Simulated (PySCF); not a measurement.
**Ionisation energy of Co¹⁵⁺ by level of theory**

Co¹⁵⁺ [Ne] 3s2 → Co¹⁶⁺ [Ne] 3s1 [3s1/2^1, M_J = 1/2], as a difference of total energies. Computed with PySCF 2.14 in an uncontracted even-tempered set (19 s from 1.3 bohr⁻², ratio 2.4; 13 p from 1.7 bohr⁻², ratio 2.4; 5 d from 6.4 bohr⁻², ratio 2.6; 4 f from 9.6 bohr⁻², ratio 2.6), with the two-component X2C-1e Hamiltonian. Correlated levels: 1s2 frozen; the 50 highest virtual spinors dropped. "Screened" scales the spin-orbit matrix elements by Boettger's factors to mimic the two-electron term; Breit and QED terms are absent.

```csv
method,ionisation energy (eV),difference from reference (eV)
GHF (screened spin-orbit),508.34,-3.62
GMP2 (screened spin-orbit),510.69,-1.27
```

Reference: 511.96 ± 0.06 eV (semi-empirical (NIST evaluation); NIST Atomic Spectra Database, ionization energies).
